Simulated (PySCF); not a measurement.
Delta-SCF ions had no search for a lower state. Excitations are Tamm–Dancoff values on a coarser integration grid. The basis has no diffuse functions, so Rydberg states are missing or too high.

## C8H18S2, SMILES `C(CCSC)CCCSC` (charge 0, multiplicity 1)

The numbers are results of ωB97X-D3(BJ)/def2-SVP // B3LYP-D3(BJ)/def2-SVP (PySCF 2.14.0), not measurements.

```
Item                                                      Value
--------------------------------------  -----------------------
HOMO                                                   -8.60 eV
dipole moment                                            0.00 D
LUMO                                                    3.43 eV
HOMO–LUMO gap                                          12.03 eV
S1 excitation (TDA)                                     5.92 eV
S1 oscillator strength                                    0.000
vertical ionisation energy (Delta-SCF)                  8.67 eV
total energy                                      -1111.8253 Ha
cost                                    roughly 23 core-minutes
```

```xyz
28

C      3.7813     4.4945    -1.1679
S      3.6957     2.9121    -0.2768
C      1.9715     2.4467    -0.6693
C      1.6181     1.1095    -0.0245
C      0.1831     0.6696    -0.3204
C     -0.1831    -0.6696     0.3204
C     -1.6181    -1.1095     0.0246
C     -1.9715    -2.4467     0.6693
S     -3.6957    -2.9121     0.2768
C     -3.7813    -4.4945     1.1679
H      4.7918     4.8995    -1.0152
H      3.6152     4.3561    -2.2479
H      3.0478     5.2162    -0.7751
H      1.8560     2.3875    -1.7652
H      1.2942     3.2391    -0.3069
H      2.3231     0.3374    -0.3795
H      1.7657     1.1823     1.0673
H     -0.5195     1.4468     0.0312
H      0.0373     0.6029    -1.4139
H     -0.0373    -0.6029     1.4140
H      0.5195    -1.4468    -0.0312
H     -1.7657    -1.1823    -1.0672
H     -2.3231    -0.3374     0.3795
H     -1.2942    -3.2391     0.3069
H     -1.8560    -2.3875     1.7652
H     -3.0478    -5.2162     0.7751
H     -3.6152    -4.3561     2.2480
H     -4.7918    -4.8995     1.0152
```
